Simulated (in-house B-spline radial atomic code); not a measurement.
Inner levels of tantalum as electrons are removed. A shift is the extra binding of the orbital against the neutral atom ([Xe] 4f14 5d3 6s2). Computed with a radial B-spline atomic code at the basis-set limit: non-relativistic Hartree-Fock, average of the configuration, point nuclei.

This level leaves out relativity, spin-orbit splitting included, which matters for heavy ions.

| ion | configuration | shift of 3p (eV) | shift of 3d (eV) | shift of 2p (eV) | radius of 3p (bohr) | radius of 3d (bohr) | radius of 2p (bohr) | Σ<r²> (bohr²) | change of density at nucleus (bohr⁻³) |
| --- | --- | --- | --- | --- | --- | --- | --- | --- | --- |
| Ta33+ | [Kr] 4d4 | 1286.53 | 1292.54 | 1317.42 | 0.21024 | 0.18476 | 0.074257 | 3.5656 | 314.32 |
| Ta34+ | [Kr] 4d3 | 1350.09 | 1357.13 | 1387.58 | 0.20996 | 0.1845 | 0.074244 | 3.3115 | 360.9 |
| Ta35+ | [Kr] 4d2 | 1414.51 | 1422.61 | 1458.86 | 0.20968 | 0.18423 | 0.074231 | 3.0647 | 408.64 |
| Ta36+ | [Kr] 4d1 | 1479.76 | 1488.99 | 1531.24 | 0.20939 | 0.18396 | 0.074217 | 2.8251 | 457.55 |
| Ta37+ | [Ar] 3d10 4s2 4p6 | ? | ? | ? | ? | ? | ? | ? | ? |
| Ta38+ | [Ar] 3d10 4s2 4p5 | ? | ? | ? | ? | ? | ? | ? | ? |
| Ta39+ | [Ar] 3d10 4s2 4p4 | 1675.62 | 1689.76 | 1750.54 | 0.20887 | 0.18315 | 0.074177 | 2.1289 | 617.85 |
| Ta40+ | [Ar] 3d10 4s2 4p3 | 1741.45 | 1757.52 | 1824.72 | 0.20863 | 0.18288 | 0.074162 | 1.9046 | 674.5 |
| Ta41+ | [Ar] 3d10 4s2 4p2 | ? | ? | ? | ? | ? | ? | ? | ? |
| Ta42+ | [Ar] 3d10 4s2 4p1 | 1874.96 | 1895.05 | 1975.6 | 0.20814 | 0.18233 | 0.074131 | 1.4703 | 790.88 |
| Ta43+ | [Ar] 3d10 4s2 | 1942.64 | 1964.82 | 2052.3 | 0.20788 | 0.18205 | 0.074115 | 1.26 | 850.6 |
| Ta44+ | [Ar] 3d10 4s1 | 2010.35 | 2034.37 | 2128.01 | 0.20764 | 0.18178 | 0.0741 | 1.051 | -138.94 |

Fill in the row of Ta37+.

shift of 3p (eV): 1545.86; shift of 3d (eV): 1556.27; shift of 2p (eV): 1604.73; radius of 3p (bohr): 0.20909; radius of 3d (bohr): 0.18367; radius of 2p (bohr): 0.074203; Σ<r²> (bohr²): 2.5924; change of density at nucleus (bohr⁻³): 507.59.

Fill in the row of Ta38+.

shift of 3p (eV): 1610.43; shift of 3d (eV): 1622.68; shift of 2p (eV): 1677.21; radius of 3p (bohr): 0.2091; radius of 3d (bohr): 0.18341; radius of 2p (bohr): 0.074191; Σ<r²> (bohr²): 2.3581; change of density at nucleus (bohr⁻³): 562.2.

Fill in the row of Ta41+.

shift of 3p (eV): 1807.89; shift of 3d (eV): 1825.95; shift of 2p (eV): 1899.74; radius of 3p (bohr): 0.20839; radius of 3d (bohr): 0.18261; radius of 2p (bohr): 0.074147; Σ<r²> (bohr²): 1.6851; change of density at nucleus (bohr⁻³): 732.17.
